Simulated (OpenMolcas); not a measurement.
Pr4+ among 6 point charges of -1 e arranged as a tetragonal octahedron (D4h). The axial distance is 0.95 times the equatorial one, R.

| Quantity | Value |
| --- | --- |
| Program | OpenMolcas 26.06 |
| Method | CASSCF |
| Basis | ANO-RCC-VDZP [7s6p4d2f1g] |
| Scalar Hamiltonian | DKH2, point nucleus |
| Active space | 1 electron in 7 orbitals (4f) |
| State averaging | 2S+1 = 2 odd, 7 roots |
| Spin-orbit coupling | state interaction with AMFI integrals over the reference wave functions |

All point charges move together. At R = 2.57 Å the width of the lowest J multiplet is 275 cm-1, and at R = 2.72 Å it is 218 cm-1.

Task: A third run gives 413 cm-1. What distance was it run at?

Result: With a power law R^-n the two known points give n = -ln(218 / 275) / ln(2.72 / 2.57) = 4.09. Then R = 2.57 × (275 / 413)^(1/4.09) = 2.327 Å. The run was at 2.33 Å, so the estimate is off by -0.003 Å.

Point charges carry no covalency, so the field is a model and not that of real ligands. No measured value stands beside these numbers.
